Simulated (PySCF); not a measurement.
Gas-phase reaction: 2 GeHCl₃ + GeO₂ ⇌ 2 GeCl₂ + GeH₂Cl₂ + O₂

Method: PySCF energies plus ideal-gas RRHO corrections (1 bar). † marks an energy on the PBE0/def2-TZVP geometry and frequencies; other levels use their own. CCSD(T) freezes the core. Open shells (unrestricted): O₂ (multiplicity 3); the rest are closed-shell singlets. Ge: all electrons, no relativistic terms. GeO₂: computed as isolated molecules; such fragments, hydroxides, amides, oligomers or adducts are transient or little studied in the gas. CCSD(T) isn't extrapolated to the basis-set limit. Warning, large T1 diagnostic: GeO₂ (CCSD(T)/def2-TZVPP†).

CCSD(T)/def2-TZVPP† gives ΔH°(298 K) = 285 kJ.

### Question
What do ωB97M-V/def2-TZVP†, PBE0/def2-TZVP, M06-2X/def2-TZVP† give?

### Answer
ωB97M-V/def2-TZVP†: 217 kJ; PBE0/def2-TZVP: 205 kJ; M06-2X/def2-TZVP†: 252 kJ. For scale, ΔH°(298 K) is 285 kJ at this level, 217 kJ at ωB97M-V/def2-TZVP†, and runs from 52 to 382 kJ over the 20 levels computed.
